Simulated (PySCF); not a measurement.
Sr⁺ (strontium, charge +1) across methods

[Kr] 5p1, 2P determinant (an excited configuration). All numbers are calculated (PySCF 2.14, the spin-free X2C one-electron Hamiltonian (Gaussian nucleus), in aug-cc-pwCVTZ-X2C (10s9p7d3f, 93 functions)).

```json
{"method": "r2SCAN", "E (hartree)": "-3178.96", "mean ε 4p α (eV)": "-30.924", "mean ε 4p β (eV)": "-30.892", "mean ε 5p α (eV)": "-6.455", "Σ⟨r²⟩ (bohr²)": "52.10", "⟨S²⟩": "0.750"}
{"method": "wB97M-V", "E (hartree)": "-3178.72", "mean ε 4p α (eV)": "-34.699", "mean ε 4p β (eV)": "-34.621", "mean ε 5p α (eV)": "-7.661", "Σ⟨r²⟩ (bohr²)": "52.96", "⟨S²⟩": "0.750"}
{"method": "PBE", "E (hartree)": "-3178.58", "mean ε 4p α (eV)": "-30.267", "mean ε 4p β (eV)": "-30.200", "mean ε 5p α (eV)": "-6.486", "Σ⟨r²⟩ (bohr²)": "51.79", "⟨S²⟩": "0.750"}
{"method": "UHF", "E (hartree)": "-3177.07841", "mean ε 4p α (eV)": "-37.108", "mean ε 4p β (eV)": "-36.991", "mean ε 5p α (eV)": "-7.710", "Σ⟨r²⟩ (bohr²)": "54.84", "⟨S²⟩": "0.750"}
{"method": "PBE0", "E (hartree)": "-3178.66", "mean ε 4p α (eV)": "-32.271", "mean ε 4p β (eV)": "-32.193", "mean ε 5p α (eV)": "-6.889", "Σ⟨r²⟩ (bohr²)": "52.23", "⟨S²⟩": "0.750"}
{"method": "LC-wPBE", "E (hartree)": "-3178.61", "mean ε 4p α (eV)": "-35.283", "mean ε 4p β (eV)": "-35.225", "mean ε 5p α (eV)": "-8.121", "Σ⟨r²⟩ (bohr²)": "52.84", "⟨S²⟩": "0.750"}
{"method": "wB97X-V", "E (hartree)": "-3178.73", "mean ε 4p α (eV)": "-34.861", "mean ε 4p β (eV)": "-34.802", "mean ε 5p α (eV)": "-7.942", "Σ⟨r²⟩ (bohr²)": "52.90", "⟨S²⟩": "0.750"}
```

Estimate the same row for LDA.

E (hartree) = -3174.80; mean ε 4p α (eV) = -30.396; mean ε 4p β (eV) = -30.328; mean ε 5p α (eV) = -6.435; Σ⟨r²⟩ (bohr²) = 51.52; ⟨S²⟩ = 0.750.
